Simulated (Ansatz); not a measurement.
The same path of BClFH2N + H2O (9 atoms, charge 0, multiplicity 1) was run 3 times with different band settings. Lost on the way: B1–F2, O7–H9. Made: B1–O7, F2–H9.

Computed with Ansatz 0.2.0, RKS r2SCANh-D4/def2-SVP.

Relaxed end points:

```xyz
9
Properties=species:S:1:pos:R:3
B 0.083 -0.266 -0.182
F 0.006 -0.656 1.091
N 1.299 -0.201 -0.845
H 2.171 -0.306 -0.346
H 1.385 0.115 -1.799
Cl -1.452 0.001 -1.053
O -0.219 2.158 1.049
H -1.050 2.149 0.562
H -0.390 1.547 1.775
```

```xyz
9
Properties=species:S:1:pos:R:3
B -0.239 0.562 -0.636
F 1.242 0.541 2.146
N 0.955 -0.144 -0.642
H 1.319 -0.613 -1.456
H 1.509 -0.208 0.206
Cl -1.254 0.707 -2.095
O -0.661 1.172 0.527
H -1.497 1.640 0.448
H 0.459 0.885 1.754
```

Common settings: climbing image yes; spring 5.0 eV/Å²; optimiser quadratic models (default); force threshold 0.05 eV/Å; end points relaxed.

| run | movable images | start path | iteration limit |
| --- | --- | --- | --- |
| 1 | 9 | through a guess of the saddle point | 59 |
| 2 | 9 | straight line | 60 |
| 3 | 3 | through a guess of the saddle point | 60 |

(1) What does each run give, and how far can it be trusted?

## Answers

(1) Run 1: converged after 24 iterations, highest image 1.072 eV above the first end. The profile has 2 maxima (images 3, 5) with wells between them (image 4): this band takes more than one step, which may be the mechanism or a detour left from its start path. A vibrational analysis at the climbing image gives one clearly imaginary mode, 930i cm⁻¹: a first-order saddle point.
Run 2: converged after 20 iterations, highest image 1.072 eV above the first end. The profile has 2 maxima (images 3, 5) with wells between them (image 4): this band takes more than one step, which may be the mechanism or a detour left from its start path. Another band between the same ends (9 images) ends at a top of the same energy, where a vibrational analysis finds 1 clearly imaginary mode.
Run 3: converged after 30 iterations, highest image 1.072 eV above the first end. Another band between the same ends (9 images) ends at a top of the same energy, where a vibrational analysis finds 1 clearly imaginary mode. So few images can step over the top or miss a turn of the path.
The orbitals stay closed-shell, which can raise the energy where a bond breaks towards radicals; this wasn't checked here.
